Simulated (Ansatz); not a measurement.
Reaction (substitution at a C–Si bond): `C[Si](F)(F)[GeH3]` + `[F][Ga]([F])[SH]` → `C[S][Ga]([F])[F]` + `F[SiH](F)[GeH3]`

Computed with Ansatz on PBE0-D4/def2-TZVP structures; ΔE is electronic, products minus reactants. CCSD(T)/CBS adds triple-zeta CCSD(T) − MP2 to the extrapolated MP2 energy (def2 sets, frozen cores). Functionals use def2-TZVPP. B3LYP here is the variant with VWN-RPA as its local correlation; programs differ in this. For Ga, Ge outer-core shells are correlated without core-valence functions, which leaves a few kJ/mol of doubt a bond. Scalar relativity is left out up to krypton. Each species was taken in one conformer, which may not be the lowest.

`C[Si](F)(F)[GeH3]`:

```xyz
11

C    -0.882    0.653   -1.398
Si   -0.729    0.007    0.324
F    -1.285    1.108    1.338
F    -1.686   -1.261    0.484
Ge    1.461   -0.615    1.019
H    -0.272    1.550   -1.529
H    -1.922    0.908   -1.615
H    -0.551   -0.096   -2.122
H     2.403    0.598    0.937
H     1.450   -1.136    2.463
H     2.013   -1.715    0.098
```

`[F][Ga]([F])[SH]`:

Z-matrix (Å, degrees):
```
Ga
F 1 1.736
S 1 2.163 2 122.4
F 1 1.739 2 115.1 3 180.0
H 3 1.345 1 91.6 2 -179.8
```

`C[S][Ga]([F])[F]`:

Z-matrix (Å, degrees):
```
C
S 1 1.824
H 1 1.088 2 111.3
H 1 1.087 2 111.5 3 123.3
H 1 1.090 2 105.5 3 -118.3
Ga 2 2.159 1 100.1 3 -65.1
F 6 1.738 2 124.4 1 179.5
F 6 1.745 2 121.2 1 -0.7
```

`F[SiH](F)[GeH3]`:

```xyz
8

F    -2.252   -0.183    0.033
Si   -0.836   -0.590   -0.569
F    -0.832   -0.141   -2.097
Ge    0.884    0.562    0.601
H    -0.753   -2.069   -0.544
H     0.865    0.148    2.080
H     0.675    2.079    0.495
H     2.249    0.194    0.001
```

```tsv
level	ΔE (kJ/mol)	difference from CCSD(T)/CBS
PBE0-D4	74.0	1.6
ωB97X-V	72.9	0.5
ωB97M-V	76.3	3.9
B2PLYP	71.9	-0.5
PBE	70.3	-2.1
r2SCAN	75.9	3.5
PBE0	73.3	0.9
B3LYP	70.0	-2.4
SCS-MP2/def2-TZVPP	70.9	-1.5
CCSD/def2-TZVPP	75.6	3.2
HF/def2-QZVPP	69.3	-3.1
MP2/def2-QZVPP	73.3	0.9
SCS-MP2/def2-QZVPP	69.4	-3.0
HF/CBS(def2)	69.2	-3.2
MP2/CBS(def2)	72.4	0.0
CCSD/CBS(def2)	72.9	0.5
CCSD(T)/CBS	72.4	0
```

Largest T1 diagnostic among the species: 0.014.

In def2-TZVPP, CCSD(T) changes the Hartree–Fock value by +5.1 kJ/mol (the triples alone add −0.5 kJ/mol) and MP2 by +5.0 kJ/mol.
